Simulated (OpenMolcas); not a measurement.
# Converging the integration grid for SiF3 (trifluorosilyl)

SiF3 has 4 atoms, charge 0, and is taken as a doublet. SMILES: `F[Si](F)F`. Geometry: relaxed at PBE0-D4/def2-TZVP.

```xyz
4

F     0.7849   -0.5070    1.1517
Si   -0.2828    0.2131    0.2343
F    -0.9943   -0.8922   -0.6443
F     0.4922    1.1862   -0.7416
```

Program: OpenMolcas 26.06. Method: UHCTH407/3-21G. Swept: integration grid. Watched: the total energy. Each run: energy. Hardware: 1 thread of Arm Neoverse V1, shared host.

The last row is the best point of the sweep, not the limit.

```json
{"integration grid": "Coarse", "energy (Eh)": "-585.876317", "from the best (mEh)": "+0.494", "wall time": "2.5 s"}
{"integration grid": "SG1Grid", "energy (Eh)": "-585.877021", "from the best (mEh)": "-0.210", "wall time": "2.6 s"}
{"integration grid": "Fine", "energy (Eh)": "-585.876866", "from the best (mEh)": "-0.054", "wall time": "3.3 s"}
{"integration grid": "UltraFine", "energy (Eh)": "-585.876812", "from the best (mEh)": "0.000", "wall time": "6.3 s"}
```

Question: For a target of 0.1 mEh, where can one stop?

Answer: Fine: it is 0.054 mEh off and takes 3.3 s, against 6.3 s for UltraFine.
